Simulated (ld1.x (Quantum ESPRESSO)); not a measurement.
nickel (Ni): excitation energies, all-electron against PAW

```json
{
  "Element": "nickel (Ni)",
  "Generator": "ld1.x (Quantum ESPRESSO) 7.5",
  "Type": "PAW",
  "Functional": "PBE",
  "Relativity": "scalar-relativistic",
  "Frozen core": "[Ar]",
  "Valence charge": "10",
  "Reference configuration": "3d9 4s1 4p0",
  "Partial waves": "4s (bound): rcut 1.70, rcutus 2.00 bohr; 4s channel at 3.7 Ry: rcut 1.70, rcutus 2.00 bohr; 4p (bound, empty): rcut 3.60, rcutus 4.10 bohr; 4p channel at 0.35 Ry: rcut 3.60, rcutus 4.10 bohr; 3d (bound): rcut 1.05, rcutus 1.35 bohr; 3d channel at 0.2 Ry: rcut 1.05, rcutus 1.35 bohr",
  "Local potential": "all-electron potential smoothed inside 1.30 bohr (lloc = -1)",
  "Core correction": "Bessel-smoothed model core inside 0.70 bohr",
  "Augmentation charge": "PSQ, radius 0.80 bohr"
}
```

Energies are relative to the spin-unpolarised reference configuration 3d9 4s1 4p0; without spin polarisation the order of configurations can differ from experiment.

| valence configuration | charge | ΔE all-electron (eV) | error AE − PS (meV) |
| --- | --- | --- | --- |
| 3d8 4s2 4p0 | 0 | 1.595 | -60 |
| 3d8 4s1 4p0 | +1 | 10.918 | -53 |
| 3d8 4s0 4p0 | +2 | 28.269 | -59 |
| 3d7 4s0 4p0 | +3 | 65.735 | -519 |
| 3d9 4s0 4p0 | +1 | 7.913 | -5.4 |
| 3d6 4s0 4p0 | +4 | 123.292 | -1904 |

Question: What are ΔE and the potential's error for 3d8 4s0 4p2?

Answer: ΔE = 11.098 eV all-electron; the error (AE − PS) is -37 meV.

These tests converged, but a pseudo level misses the all-electron one widely, so the file describes the atom poorly there or has found another state: 3d6 4s0 4p0: empty 4p by 4.0 eV.
